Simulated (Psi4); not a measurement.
C$_{5}$H$_{13}$N$_{2}$, doublet (typed; the unrestricted solution is spin-contaminated), geometry from GFN2-xTB, with bond 9-1 at 1.8 times its length; HF/STO-3G (Psi4).

The Psi4 input:
```
memory 2 GB

molecule {
0 2
C     2.92398644   -0.43238739   -0.89064364
N     2.27463194    0.23795920    0.16509093
C     0.98067623    0.69919784   -0.08152281
C    -0.09038718   -0.39270895    0.28600927
N    -1.41256827    0.11631037    0.05886480
C    -2.00284117    0.74995391    1.21343791
C    -2.31519468   -0.77866005   -0.62545253
H     2.50551232   -0.22502090   -1.88812367
H     4.83246927    0.04735793   -0.85523469
H     2.87874557   -1.51804546   -0.71881391
H     0.79087956    1.56119846    0.56516970
H     0.79490376    0.97520959   -1.13400529
H     0.09465706   -1.25807695   -0.35262892
H     0.08019679   -0.68416167    1.32927538
H    -2.90797180    1.27563460    0.91103219
H    -1.30159007    1.47416138    1.62305723
H    -2.26283227    0.02907097    2.00379258
H    -2.59291744   -1.65350491   -0.01760097
H    -1.85118813   -1.12718194   -1.54667086
H    -3.22453357   -0.23568032   -0.88217077
}

set {
  basis sto-3g
  reference uhf
  stability_analysis follow
  scf_type pk
}

energy('scf')
print_variables()
```

Output, abridged:

```
   => Loading Basis Set <=

    Name: STO-3G
    Role: ORBITAL
    Keyword: BASIS

         ---------------------------------------------------------
                                   SCF
               by Justin Turney, Rob Parrish, Andy Simmonett
                          and Daniel G. A. Smith
                              UHF Reference
         ---------------------------------------------------------

  ==> Geometry <==

    Molecular point group: c1
    Full point group: C1

    Geometry (in Angstrom), charge = 0, multiplicity = 2:

       Center              X                  Y                   Z               Mass
    ------------   -----------------  -----------------  -----------------  -----------------
         C            2.885949666128    -0.449755870037    -0.900410932415    12.000000000000
         N            2.236595166128     0.220590719963     0.155323637585    14.003074004430
         C            0.942639456128     0.681829359963    -0.091290102415    12.000000000000
         C           -0.128423953872    -0.410077430037     0.276241977585    12.000000000000
         N           -1.450605043872     0.098941889963     0.049097507585    14.003074004430
         C           -2.040877943872     0.732585429963     1.203670617585    12.000000000000
         C           -2.353231453872    -0.796028530037    -0.635219822415    12.000000000000
         H            2.467475546128    -0.242389380037    -1.897890962415     1.007825032230
         H            4.794432496128     0.029989449963    -0.865001982415     1.007825032230
         H            2.840708796128    -1.535413940037    -0.728581202415     1.007825032230
         H            0.752842786128     1.543829979963     0.555402407585     1.007825032230
         H            0.756866986128     0.957841109963    -1.143772582415     1.007825032230
         H            0.056620286128    -1.275445430037    -0.362396212415     1.007825032230
         H            0.042160016128    -0.701530150037     1.319508087585     1.007825032230
         H           -2.946008573872     1.258266119963     0.901264897585     1.007825032230
         H           -1.339626843872     1.456792899963     1.613289937585     1.007825032230
         H           -2.300869043872     0.011702489963     1.994025287585     1.007825032230
         H           -2.630954213872    -1.670873390037    -0.027368262415     1.007825032230
         H           -1.889224903872    -1.144550420037    -1.556438152415     1.007825032230
         H           -3.262570343872    -0.253048800037    -0.891938062415     1.007825032230

  Running in c1 symmetry.

  Rotational constants: A =      0.19913  B =      0.03947  C =      0.03514 [cm^-1]
  Rotational constants: A =   5969.64436  B =   1183.25125  C =   1053.57010 [MHz]
  Nuclear repulsion =  317.725553360617027

  Charge       = 0
  Multiplicity = 2
  Electrons    = 57
  Nalpha       = 29
  Nbeta        = 28

  ==> Algorithm <==

  SCF Algorithm Type is PK.
  DIIS enabled.
  MOM disabled.
  Fractional occupation disabled.
  Guess Type is SAD.
  Energy threshold   = 1.00e-06
  Density threshold  = 1.00e-06
  Integral threshold = 1.00e-12

  ==> Primary Basis <==

  Basis Set: STO-3G
    Blend: STO-3G
    Number of shells: 34
    Number of basis functions: 48
    Number of Cartesian functions: 48
    Spherical Harmonics?: true
    Max angular momentum: 1

  ==> Integral Setup <==

  Using in-core PK algorithm.
   Calculation information:
      Number of atoms:                  20
      Number of AO shells:              34
      Number of primitives:            102
      Number of atomic orbitals:        48
      Number of basis functions:        48

      Integral cutoff                 1.00e-12
      Number of threads:                 1

  Performing in-core PK
  Using 1384152 doubles for integral storage.
  We computed 155692 shell quartets total.
  Whereas there are 177310 unique shell quartets.

  ==> DiskJK: Disk-Based J/K Matrices <==

[...]

   -------------------------
    Irrep   Nso     Nmo
   -------------------------
     A         48      48
   -------------------------
    Total      48      48
   -------------------------

  ==> Iterations <==

                        Total Energy        Delta E     RMS |[F,P]|

   @UHF iter SAD:  -295.92184726464427   -2.95922e+02   0.00000e+00
   @UHF iter   1:  -301.66266170112766   -5.74081e+00   7.51979e-03 ADIIS/DIIS
   @UHF iter   2:  -301.79084304537582   -1.28181e-01   3.84522e-03 ADIIS/DIIS
   @UHF iter   3:  -301.82540187398104   -3.45588e-02   1.85813e-03 ADIIS/DIIS
   @UHF iter   4:  -301.85219100955732   -2.67891e-02   1.51940e-03 ADIIS/DIIS
   @UHF iter   5:  -301.87007437375223   -1.78834e-02   1.22979e-03 ADIIS/DIIS
   @UHF iter   6:  -301.88500378643033   -1.49294e-02   2.56202e-04 ADIIS/DIIS
   @UHF iter   7:  -301.88522642250439   -2.22636e-04   1.30408e-04 ADIIS/DIIS
   @UHF iter   8:  -301.88530626734621   -7.98448e-05   6.86954e-05 DIIS
   @UHF iter   9:  -301.88533427237451   -2.80050e-05   1.49498e-05 DIIS
   @UHF iter  10:  -301.88533592788042   -1.65551e-06   7.95281e-06 DIIS
   @UHF iter  11:  -301.88533656909715   -6.41217e-07   6.36808e-06 DIIS
   @UHF iter  12:  -301.88533717003338   -6.00936e-07   4.41693e-06 DIIS
   @UHF iter  13:  -301.88533742112202   -2.51089e-07   1.31921e-06 DIIS
   @UHF iter  14:  -301.88533744077506   -1.96530e-08   4.32510e-07 DIIS
  Energy and wave function converged.

    Wavefunction stable under totally symmetric rotations.
    Lowest totally symmetric eigenvalue: 0.082523
    Lowest UHF->UHF stability eigenvalues:
       A 0.082523

    Stability analysis over.

  ==> Post-Iterations <==

   @Spin Contamination Metric:   6.890391909E-01
   @S^2 Expected:                7.500000000E-01
   @S^2 Observed:                1.439039191E+00
   @S   Expected:                5.000000000E-01
   @S   Observed:                5.000000000E-01

    Orbital Energies [Eh]
    ---------------------

    Alpha Occupied:

[...]
    Alpha Virtual:

[...]
      48A      0.893272

    Beta Occupied:

[...]
      28A     -0.278264

    Beta Virtual:

[...]
    Final Occupation by Irrep:
              A
    DOCC [    28 ]
    SOCC [     1 ]
    NA   [    29 ]
    NB   [    28 ]

  @UHF Final Energy:  -301.88533744077506

   => Energetics <=

    Nuclear Repulsion Energy =            317.7255533606170275
    One-Electron Energy =               -1039.8740331076728580
    Two-Electron Energy =                 420.2631423062807698
    Total Energy =                       -301.8853374407750607

  UHF NO Occupations:
  HONO-2 :   27  A 1.9960192
  HONO-1 :   28  A 1.5757976
  HONO-0 :   29  A 1.0000000
  LUNO+0 :   30  A 0.4242024
  LUNO+1 :   31  A 0.0039808
  LUNO+2 :   32  A 0.0024454
  LUNO+3 :   33  A 0.0017582

Computation Completed

Properties will be evaluated at   0.000000,   0.000000,   0.000000 [a0]

Properties computed using the SCF density matrix

 Multipole Moments:

 ------------------------------------------------------------------------------------
     Multipole            Electronic (a.u.)      Nuclear  (a.u.)        Total (a.u.)
 ------------------------------------------------------------------------------------

 L = 1.  Multiply by 2.5417464519 to convert [e a0] to [Debye]
 Dipole X            :          1.9307299           -2.4942146           -0.5634847
 Dipole Y            :          1.0912025           -1.4679079           -0.3767054
 Dipole Z            :          0.7634960           -1.0223387           -0.2588427
 Magnitude           :                                                    0.7255491

 ------------------------------------------------------------------------------------

  Variable Map:
  ----------------------------------------------------------------------------
[...]
  Array Variable Map:
  ----------------------------------------------------------------------------
[...]
[...]
```
